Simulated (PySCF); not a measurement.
## Dipole response of Br⁻ (bromine, charge -1)

[Kr], closed-shell 1S. Calculation: PySCF 2.14, in aug-cc-pVQZ-DK (8s7p5d3f2g, 93 functions); scalar relativity by spin-free X2C-1e. Coupled (time-dependent) response in atomic units; α is the mean over directions.

```
 method  mean α (bohr³)  C₆ (like pair)  S(−4)
wB97X-V           43.46           477.6  542.5
```

S(−4) is the Cauchy moment in α(ω) = α(0) + S(−4) ω² + …

α(iu) at wB97X-V:

| u (hartree) | α(iu) (bohr³) |
| --- | --- |
| 0 | 43.46 |
| 0.0500 | 42.16 |
| 0.100 | 38.89 |
| 0.200 | 30.64 |
| 0.300 | 23.55 |
| 0.500 | 14.46 |
| 0.750 | 8.736 |
| 1.00 | 5.800 |
| 1.50 | 3.083 |
| 2.00 | 1.922 |
| 3.00 | 0.9738 |
| 5.00 | 0.4101 |

A single London oscillator, α(iu) = α/(1 + u²/ω²), gives C₆ = (3/4) ω α². Matching the computed C₆ needs ω = 4 × 477.6 / (3 × 43.46²) = 0.337 hartree.

For an ion, C₆ is the dispersion term alone; charge-induced terms of lower order in 1/R come first.
